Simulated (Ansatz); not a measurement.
The cluster K2S. The state is a singlet with charge 0. Geometry r2SCAN-D4/def2-TZVP.

| atom | x (Å) | y (Å) | z (Å) |
| --- | --- | --- | --- |
| K1 | -0.142 | -1.565 | 2.248 |
| K2 | 0.127 | 1.553 | -2.257 |
| S3 | 0.015 | 0.012 | 0.009 |

B3LYP takes the VWN-RPA correlation. The structure comes from a short search, and lower isomers may exist.

(1) Estimate the orbital energies around the gap (eV) in Ansatz with LDA (SPW92)/def2-TZVP, PBE-D4/def2-SVP, revPBE-D4/def2-TZVP, B3LYP-D4/def2-TZVP, PBE0-D4/def2-TZVPD.

## Answers

(1) 
| orbital | LDA (SPW92)/def2-TZVP | PBE-D4/def2-SVP | revPBE-D4/def2-TZVP | B3LYP-D4/def2-TZVP | PBE0-D4/def2-TZVPD |
| --- | --- | --- | --- | --- | --- |
| HOMO−5 | -17.68 | -17.85 | -17.54 | -19.20 | -19.60 |
| HOMO−4 | -17.64 | -17.81 | -17.50 | -19.16 | -19.55 |
| HOMO−3 | -11.73 | -11.56 | -11.58 | -13.13 | -13.46 |
| HOMO−2 | -2.99 | -2.82 | -2.75 | -3.44 | -3.61 |
| HOMO−1 | -2.45 | -2.21 | -2.23 | -2.97 | -3.13 |
| HOMO | -2.45 | -2.21 | -2.23 | -2.97 | -3.13 |
| LUMO | -1.30 | -1.36 | -1.27 | -1.03 | -0.80 |
| LUMO+1 | -1.03 | -1.11 | -1.04 | -0.79 | -0.59 |
| LUMO+2 | 0.60 | 0.60 | 0.61 | 0.90 | 0.36 |
| LUMO+3 | 0.60 | 0.60 | 0.61 | 0.90 | 0.36 |
| LUMO+4 | 0.62 | 0.63 | 0.63 | 0.91 | 0.47 |
| LUMO+5 | 0.62 | 0.68 | 0.63 | 0.91 | 0.47 |
